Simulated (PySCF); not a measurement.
Molecule: SMILES Cl[SiH](Cl)Cl, Cl3HSi.

Numbering as in the mapped SMILES `[Cl:1][SiH:2]([Cl:3])[Cl:4]`. Hydrogens are named by the atom that carries them.

Geometry PBE0-D3(BJ)/def2-SVP throughout; GIAO in PySCF 2.14.0 with density-fitted response routines, gas phase, one conformer, non-relativistic; equivalent atoms averaged; basis pcSseg-2.

(1) How do the absolute shieldings σ depend on the functional? (ppm; last column core-seconds on shared hosts with different chips, so compare them loosely)

(2) Which nucleus moves most, in ppm?

Results:

(1) 
```tsv
functional	kind	Cl1/Cl3/Cl4	Si2	H(Si2)	core-s
HF	Hartree–Fock	882.1	385.8	26.15	8
LDA	LDA	735.7	286.1	23.95	12
PBE	GGA	764.9	313.3	24.65	16
BLYP	GGA	756.1	302.0	24.94	16
BP86	GGA	765.1	311.9	24.69	16
OPBE	GGA	800.1	347.5	24.80	16
KT2	GGA	775.8	341.4	24.68	14
KT3	GGA	794.2	352.9	25.11	25
B97-D	GGA	782.9	331.1	25.07	22
B3LYP	global hybrid	786.8	316.7	25.19	20
PBE0	global hybrid	803.4	331.6	25.02	17
mPW1PW91	global hybrid	803.9	330.5	25.10	17
WP04	global hybrid	801.9	323.4	25.96	10
B97-2	global hybrid	810.5	340.6	25.23	9.8
BHandHLYP	global hybrid	825.5	340.4	25.56	9.5
CAM-B3LYP	range-separated hybrid	802.1	319.0	25.28	14
wB97X-D	range-separated hybrid	811.3	330.6	25.29	14
LC-wPBE	range-separated hybrid	833.2	333.7	25.40	17
```

(2) Cl1/Cl3/Cl4 (chlorine bonded to Si): from 735.7 ppm with LDA to 882.1 ppm with HF. The smallest spread is 2.20 ppm, at H(Si2).
